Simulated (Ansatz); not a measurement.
A run of Ansatz (development build ahead of 0.2.0) on singlet C₁₀H₆ at this shape:

```xyz
16

C     0.0000    1.4000    0.0000
C     1.2124    0.7000    0.0000
C     1.2124   -0.7000    0.0000
C     0.0000   -1.4000    0.0000
C    -1.2124   -0.7000    0.0000
C    -1.2124    0.7000    0.0000
C     2.4249    1.4000    0.0000
C     3.6373    0.7000    0.0000
C     3.6373   -0.7000    0.0000
C     2.4249   -1.4000    0.0000
H     0.0000    2.4850    0.0000
H     0.0000   -2.4850    0.0000
H    -2.1521    1.2425    0.0000
H     2.4249    2.4850    0.0000
H     4.5769    1.2425    0.0000
H     4.5769   -1.2425    0.0000
```

Its results:

| Quantity | Value |
| --- | --- |
| Converged | yes |
| Total energy | -384.51932 hartree |
| Spin squared of the determinant | 1.077 |
| Stability test | minimum |

(1) Which input gives this output? Name the method, the orbitals and the basis set, and write the input.

## Answers

(1) ωB97X (unrestricted) in def2-TZVP.

```yaml
crystal:
  periodic: [false, false, false]
  atoms:
    - { symbol: C, position_ang: [0.0, 1.4, 0.0] }
    - { symbol: C, position_ang: [1.21244, 0.7, 0.0] }
    - { symbol: C, position_ang: [1.21244, -0.7, 0.0] }
    - { symbol: C, position_ang: [0.0, -1.4, 0.0] }
    - { symbol: C, position_ang: [-1.21244, -0.7, 0.0] }
    - { symbol: C, position_ang: [-1.21244, 0.7, 0.0] }
    - { symbol: C, position_ang: [2.42487, 1.4, 0.0] }
    - { symbol: C, position_ang: [3.63731, 0.7, 0.0] }
    - { symbol: C, position_ang: [3.63731, -0.7, 0.0] }
    - { symbol: C, position_ang: [2.42487, -1.4, 0.0] }
    - { symbol: H, position_ang: [0.0, 2.485, 0.0] }
    - { symbol: H, position_ang: [0.0, -2.485, 0.0] }
    - { symbol: H, position_ang: [-2.15207, 1.2425, 0.0] }
    - { symbol: H, position_ang: [2.42487, 2.485, 0.0] }
    - { symbol: H, position_ang: [4.57694, 1.2425, 0.0] }
    - { symbol: H, position_ang: [4.57694, -1.2425, 0.0] }
basis:
  gaussian: { orbitals: def2-TZVP }
magnetization:
  spin_polarized: true
hamiltonian:
  xc: { name: wB97X }
```

Caution: the unrestricted determinant is a mixture of spin states.
